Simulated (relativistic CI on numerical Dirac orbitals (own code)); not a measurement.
# Hyperfine structure of Sn X, mass number 119

Method of calculation: Dirac-Coulomb-Breit CI, KLI orbitals optimised for each configuration, a model potential for QED, unscaled Slater integrals (own radial code, finite nucleus).

Configurations in the expansion (outside the closed core [Ar] 3d10): 4s²4p⁶4d⁵, 4s²4p⁵4d⁶, 4s²4p⁶4d⁴4f, 4s²4p⁶4d⁴5s, 4s²4p⁶4d⁴5p, 4s4p⁶4d⁶, 4s²4p⁶4d³5s5p, 4s²4p⁶4d⁴5d, 4s²4p⁶4d³4f5s, 4s²4p⁶4d⁴6s, 4s²4p⁶4d⁴6d, 4s²4p⁶4d³5s², 4s²4p⁶4d²4f5s², 4s²4p⁶4d²5s²5p, 4s²4p⁶4d²5s²5d, 4p⁶4d⁷, 4p⁵4d⁸. Double excitations out of closed p, d and f shells are left out; levels of such configurations are missing from the list, as are those of other unlisted configurations, and high levels can miss mixing partners.

Nuclear spin I = 1/2, μ = -1.0459 μN (tables of Stone and Pyykkö). The electronic factors are computed for point nuclear moments, without core polarisation or the Bohr-Weisskopf and QED corrections.

| Level | E (cm⁻¹) | A (MHz) |
| --- | --- | --- |
| 4s²4p⁶4d⁵ ⁴G5/2 | 39311.5 | -3533 |
| 4s²4p⁶4d⁵ ⁴G7/2 | 41911.9 | -3257 |
| 4s²4p⁶4d⁵ ⁴G11/2 | 42507.6 | -3274 |
| 4s²4p⁶4d⁵ ⁴G9/2 | 43063.4 | -3093 |
| 4s²4p⁶4d⁵ ⁴P3/2 | 44803.5 | -2874 |
| 4s²4p⁶4d⁵ ⁴P1/2 | 47543.3 | 561.1 |
| 4s²4p⁶4d⁵ ⁴D7/2 | 51170.5 | -2079 |
| 4s²4p⁶4d⁵ ⁴D1/2 | 54871.1 | -6274 |

Levels with J = 0, under 50 % of one LS term, or S terms without an open s electron are left out. Small factors come from cancelling terms and can be off by tens of per cent or more.

At this charge energies of transitions that change n are usually good to better than 1 %, and those within a shell (Δn = 0) to a few per cent. Terms inside the open d or f shell come out 10 to 20 % too wide with unscaled integrals.

(1) Give the hyperfine levels of 4s²4p⁶4d⁵ ⁴G5/2 relative to its centre of gravity.

Results:

(1) With K = F(F + 1) − I(I + 1) − J(J + 1), E = AK/2: F = 2: 6182, F = 3: -4416 MHz.

LS names give the leading component of a level, which can be under half, so a name can repeat, a term be missing and a line seem to break the LS rules.
